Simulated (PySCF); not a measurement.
Sn(I)(OH)3 (H3IO3Sn), SMILES [OH][Sn]([I])([OH])[OH]. Geometry optimised at PBE-D3(BJ)/def2-SVP. The structure was generated by enumeration; whether it is a known compound was not checked. The def2 effective core potentials stand for the cores of I, Sn; spin–orbit coupling is left out. One conformer was computed; it need not be the lowest.

Computed equilibrium geometry at PBE-D3(BJ)/def2-SVP (PySCF confirms it by a frequency run) as Cartesian coordinates in Å, and its point group (one conformer of several):
point group C3.
```xyz
8

O      1.8070    -0.4546    -1.6673
Sn     0.0000     0.0000    -0.9377
O     -1.2972    -1.3377    -1.6673
O     -0.5099     1.7922    -1.6673
I      0.0000     0.0000     1.7577
H      2.1690     0.3539    -2.0849
H     -0.7780    -2.0553    -2.0849
H     -1.3910     1.7014    -2.0849
```
Charge 0, spin multiplicity 1.
